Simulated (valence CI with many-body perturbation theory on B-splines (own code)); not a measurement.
Values are calculated unless marked as measured or tabulated.
## Level structure of Pb L

Method: relativistic CI+MBPT: five valence electrons over a frozen Dirac-Fock core [Ar] 3d10, a basis of 11 s, 11 p, 10 d, 8 f, 5 g, 2 h functions for each j, with the one-electron correlation potential Σ1 (screened to all orders), the two-electron term Σ2, the three-electron term Σ3, Breit, model QED; selected single and double excitations, second order for the rest, scaled by the run's own slope (own B-spline code, finite nucleus).

No measured spectrum was set against this ion. As an estimate, large intervals hold to a few tenths of a per cent, small ones and those within an open d or f shell to about a per cent. Among the levels kept, up to 2200 cm⁻¹ of a level comes from second order outside the variational space, and about a tenth of that is noise between levels of different J, which matters for small intervals.

Levels 91 to 135 of 175, with energies above the lowest level, (4s^2 4p1/2^2 4p3/2) J=3/2. "Leading %" is the weight of the configuration and term that name the level; weights of strongly mixed levels are sums over their largest components and can fall short, so below about 35 % the name and the second component can differ from the true leading terms, or belong to a minority configuration. In the jj column 3d3/2^4 stands for four electrons in 3d with j = 3/2.

```tsv
No.	Configuration	Term	J	E (Ry)	Leading %	Leading jj	Second component	g
91	4s²4p4d²	²F°	7/2	45.719	14	4s 4p1/2 4p3/2^2 4d3/2 (30 %)	13 % 4s4p³4d ⁴G°	1.143
92	4s²4p4d²	²P°	3/2	45.739	17	4s^2 4p1/2 4d5/2^2 (54 %)	16 % 4s²4p²4f ²P°	1.170
93	4s4p³4d	⁴D°	7/2	45.864	23	4s 4p1/2 4p3/2^2 4d3/2 (53 %)	18 % 4s4p³4d ⁴F°	1.198
94	4s²4p4d²	²P°	1/2	46.033	59	4s^2 4p1/2 4d5/2^2 (81 %)	16 % 4s²4p4d² ⁴D°	0.649
95	4s4p⁴	⁴P	1/2	46.498	34	4s 4p3/2^4 (93 %)	33 % 4s4p⁴ ²S	1.840
96	4s4p³4d	²G°	9/2	46.533	37	4s 4p1/2 4p3/2^2 4d3/2 (80 %)	33 % 4s4p³4d ⁴G°	1.155
97	4s4p³4d	⁴F°	3/2	46.562	42	4s 4p1/2 4p3/2^2 4d3/2 (87 %)	23 % 4s4p³4d ²D°	0.782
98	4s4p³4d	⁴P°	5/2	46.914	32	4s 4p1/2 4p3/2^2 4d3/2 (86 %)	17 % 4s4p³4d ⁴D°	1.370
99	4s4p³4d	⁴D°	1/2	46.991	59	4s 4p1/2 4p3/2^2 4d3/2 (83 %)	11 % 4s4p³4d ²P°	0.587
100	4s4p³4d	⁴D°	7/2	47.122	33	4s 4p1/2 4p3/2^2 4d3/2 (80 %)	18 % 4s4p³4d ²F°	1.222
101	4s4p³4d	⁴P°	3/2	47.159	34	4s 4p1/2 4p3/2^2 4d3/2 (91 %)	25 % 4s4p³4d ⁴S°	1.519
102	4s4p²4d²	⁴F	3/2	47.233	42	4s 4p1/2^2 4d3/2^2 (95 %)	30 % 4s4p²4d² ⁶G	0.444
103	4s4p³4d	⁴F°	3/2	47.473	35	4s 4p1/2 4p3/2^2 4d3/2 (93 %)	20 % 4s4p³4d ⁴D°	0.848
104	4s4p³4d	⁴F°	5/2	47.516	27	4s 4p1/2 4p3/2^2 4d3/2 (88 %)	17 % 4s4p³4d ²F°	1.073
105	4s4p³4d	⁶D°	9/2	47.558	41	4s 4p1/2 4p3/2^2 4d5/2 (94 %)	22 % 4s4p³4d ⁴G°	1.360
106	4s4p³4d	²F°	5/2	47.638	28	4s 4p1/2 4p3/2^2 4d3/2 (91 %)	18 % 4s4p³4d ⁴G°	1.005
107	4s4p²4d²	⁴F	5/2	47.668	25	4s 4p1/2^2 4d3/2^2 (93 %)	14 % 4s4p²4d² ⁶G	1.070
108	4s4p³4d	²G°	7/2	47.694	42	4s 4p1/2 4p3/2^2 4d3/2 (58 %)	18 % 4s4p³4d ⁶D°	1.149
109	4s4p³4d	⁴D°	7/2	47.935	38	4s 4p1/2 4p3/2^2 4d5/2 (56 %)	21 % 4s4p³4d ⁴F°	1.237
110	4s4p³4d	²P°	1/2	48.261	44	4s 4p1/2 4p3/2^2 4d3/2 (80 %)	15 % 4s4p³4d ⁴D°	1.024
111	4s4p²4d²	⁴P	1/2	48.273	45	4s 4p1/2^2 4d3/2^2 (93 %)	26 % 4s4p²4d² ⁶D	2.398
112	4s4p³4d	²P°	3/2	48.405	26	4s 4p1/2 4p3/2^2 4d3/2 (79 %)	20 % 4s4p³4d ⁴D°	1.333
113	4s4p³4d	⁴G°	11/2	48.423	95	4s 4p1/2 4p3/2^2 4d5/2 (95 %)		1.262
114	4s4p³4d	⁴F°	9/2	48.573	53	4s 4p1/2 4p3/2^2 4d5/2 (89 %)	30 % 4s4p³4d ²G°	1.240
115	4s4p³4d	⁴D°	1/2	48.644	31	4s 4p1/2 4p3/2^2 4d5/2 (79 %)	24 % 4s4p³4d ²P°	1.033
116	4s4p³4d	²F°	5/2	48.755	29	4s 4p1/2 4p3/2^2 4d3/2 (72 %)	14 % 4s4p³4d ²D°	1.065
117	4s4p³4d	⁴D°	1/2	48.849	33	4s 4p1/2 4p3/2^2 4d3/2 (76 %)	16 % 4s4p³4d ⁴P°	0.994
118	4s4p³4d	²D°	3/2	48.939	22	4s 4p1/2 4p3/2^2 4d3/2 (76 %)	12 % 4s4p³4d ²P°	1.093
119	4s4p³4d	⁴D°	5/2	49.095	37	4s 4p1/2 4p3/2^2 4d5/2 (84 %)	16 % 4s4p³4d ⁴P°	1.325
120	4s4p³4d	²D°	3/2	49.357	29	4s 4p1/2 4p3/2^2 4d5/2 (90 %)	24 % 4s4p³4d ⁴D°	1.209
121	4s4p³4d	²P°	1/2	49.431	46	4s 4p1/2 4p3/2^2 4d5/2 (66 %)	36 % 4s4p³4d ²S°	1.228
122	4s4p³4d	²F°	7/2	49.487	48	4s 4p1/2 4p3/2^2 4d5/2 (91 %)	22 % 4s4p³4d ²G°	1.137
123	4s4p³4d	⁴D°	5/2	49.579	34	4s 4p1/2 4p3/2^2 4d5/2 (87 %)	25 % 4s4p³4d ²D°	1.290
124	4s4p³4d	²F°	7/2	49.951	39	4s 4p1/2 4p3/2^2 4d5/2 (90 %)	22 % 4s4p³4d ⁴D°	1.214
125	4s4p³4d	²P°	3/2	50.004	39	4s 4p1/2 4p3/2^2 4d5/2 (86 %)	21 % 4s4p³4d ⁴D°	1.355
126	4s4p³4d	²G°	9/2	50.089	74	4s 4p1/2 4p3/2^2 4d5/2 (88 %)	11 % 4s4p³4d ⁴G°	1.126
127	4s4p²4d²	⁴F	7/2	50.161	25	4s 4p1/2^2 4d3/2 4d5/2 (88 %)	16 % 4s4p²4d² ⁶G	1.214
128	4s4p³4d	⁴D°	7/2	50.172	41	4s 4p1/2 4p3/2^2 4d5/2 (96 %)	17 % 4s4p³4d ²F°	1.232
129	4s4p³4d	⁴D°	5/2	50.238	32	4s 4p1/2 4p3/2^2 4d5/2 (89 %)	24 % 4s4p³4d ²D°	1.182
130	4s4p³4d	²F°	5/2	50.337	47	4s 4p1/2 4p3/2^2 4d5/2 (90 %)	19 % 4s4p³4d ²D°	1.053
131	4s4p²4d²	⁴F	5/2	50.341	18	4s 4p1/2^2 4d3/2 4d5/2 (88 %)	13 % 4s4p²4d² ⁶G	1.226
132	4s4p²4d²	⁶D	3/2	50.553	27	4s 4p1/2^2 4d3/2 4d5/2 (94 %)	24 % 4s4p²4d² ⁴P	1.565
133	4s4p³4d	²P°	3/2	50.574	41	4s 4p1/2 4p3/2^2 4d5/2 (90 %)	27 % 4s4p³4d ²D°	1.074
134	4s4p²4d²	²G	9/2	50.578	17	4s 4p1/2^2 4d3/2 4d5/2 (77 %)	12 % 4s4p²4d² ⁴F	1.177
135	4s4p³4d	²F°	7/2	50.777	46	4s 4p1/2 4p3/2^2 4d5/2 (85 %)	15 % 4s4p³4d ⁴D°	1.178
```

Where two levels of one J and parity lie close, their mixing, g and order are uncertain.
